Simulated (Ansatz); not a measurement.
`CN(C)B(O)F` + H₂ → `CN(C)BF` + H₂O  (hydrogenolysis of a B–O bond)

Calculated with Ansatz (gas phase, PBE0-D4/def2-TZVP geometries, no zero-point term in ΔE). CCSD(T)/CBS adds triple-zeta CCSD(T) − MP2 to the extrapolated MP2 energy (def2 sets, frozen cores). This one scheme is used for every species. DFT in def2-TZVPP. Each species was taken in one conformer, which may not be the lowest.

```csv
level,ΔE (kJ/mol)
revPBE-D4,82.9
CAM-B3LYP-D4,85.0
B2PLYP,80.5
MP2/def2-TZVPP,83.5
```

**Question.** What does CCSD(T)/CBS give? (An estimate is asked.)

**Answer.** Ansatz gave: +78.7 kJ/mol. The listed levels differ from it by 4.2, 6.3, 1.8, 4.8 kJ/mol.

Largest T1 diagnostic among the species: 0.012.

The D4 term adds +5.8 kJ/mol with B3LYP and +3.2 kJ/mol with PBE0; it sums over pairs of atoms, weighted by their polarisabilities, and B3LYP, whose exchange is more repulsive, gets the larger term. At CCSD(T), def2-SVP lies +17.4 kJ/mol from the extrapolated value and def2-TZVPP +2.7 kJ/mol. In def2-TZVPP, CCSD(T) changes the Hartree–Fock value by +3.0 kJ/mol (the triples alone add +1.9 kJ/mol) and MP2 by +5.1 kJ/mol.

B3LYP here is the variant with VWN-RPA as its local correlation; programs differ in this.
